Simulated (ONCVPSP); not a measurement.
**Li: variants of one ONCV potential**

Base potential:

| Quantity | Value |
| --- | --- |
| Element | Li (Z = 3) |
| Generator | ONCVPSP 4.0.1 |
| Type | optimised norm-conserving Vanderbilt (ONCV) |
| Functional | PBEsol |
| Relativity | scalar-relativistic |
| Frozen core | [He] |
| Valence charge | 1 |
| Reference configuration | 2s0.75 2p0.25 |
| Partial waves | 2s: rc 3.15 bohr, ncon 4, nbas 9, qcut 2.6 1/bohr, 2 projectors, debl 2.2 Ha; 2p: rc 4.00 bohr, ncon 3, nbas 6, qcut 2 1/bohr, 3 projectors, debl 3.1 Ha |
| Local potential | polynomial inside 2.25 bohr (lpopt 3, dvloc0 0 Ha) |
| Core correction | Teter function fitted to the true core (icmod 2), fcfact 0.4 |

All-electron outer shells of the reference configuration (PBEsol, scalar-relativistic, ld1.x):

```json
{"shell": "1s", "level (eV)": "-51.77", "outermost node (bohr)": "–", "outermost maximum (bohr)": "0.36"}
{"shell": "2s", "level (eV)": "-2.96", "outermost node (bohr)": "0.84", "outermost maximum (bohr)": "3.16"}
{"shell": "2p", "level (eV)": "-1.19", "outermost node (bohr)": "–", "outermost maximum (bohr)": "3.96"}
```

Cutoffs, loose and tight: the cutoffs (Ha) at which the residual kinetic energy of the hardest occupied pseudo-wave falls to 1 and 0.1 mHa per electron. They do not see the model core or the augmentation charge, which bear on the density cutoff. Test errors are all-electron minus pseudo excitation energies from the reference, over the configurations 2s1 2p0; 2s0.5 2p0; 2s0 2p1. A dash means not determined; rows that change the core or the reference have their own tests.

For the base: The cutoffs count occupied waves only; projector 3 of the p channel, the hardest unoccupied one, needs 41 Ha at the loose tolerance.

```
    change    outcome  cutoff, loose  cutoff, tight  bound ghosts  GHOST(+) flags above zero  largest test error (meV)
      base  generated         1.7 Ha         2.6 Ha          none                          p                      -7.9
p: rc 3.22  generated         1.7 Ha         5.9 Ha          none                          p                      -5.6
p: rc 3.64  generated         1.7 Ha         3.2 Ha          none                          p                      -7.0
p: rc 4.06  generated         1.7 Ha         2.6 Ha          none                          p                      -8.1
p: rc 4.46  generated         1.7 Ha         2.6 Ha          none                          p                      -9.1
p: rc 4.92  generated         1.7 Ha         2.6 Ha          none                          p                       -10
p: rc 5.24  generated         1.7 Ha         2.6 Ha          none                          p                       -11
p: rc 5.84  generated         1.7 Ha         2.6 Ha          none                          p                       -12
```

**Question.** What comes out with this change to the base: p: rc 2.92?

**Answer.** outcome: generated; cutoff, loose: 2.0 Ha; cutoff, tight: 9.8 Ha; bound ghosts: none; GHOST(+) flags above zero: p; largest test error (meV): -3.9.

Reading the sweep of the p radius (base included, trends over the rows without a ghost): The loose cutoff stays near 1.7 Ha. The median size of the test errors (rows with all tests solved) rises from 3.6 meV at 2.92 to 7.3 meV at 5.84 bohr. More of the atom is replaced by a form fitted at one configuration, so other configurations suffer as the radius grows.
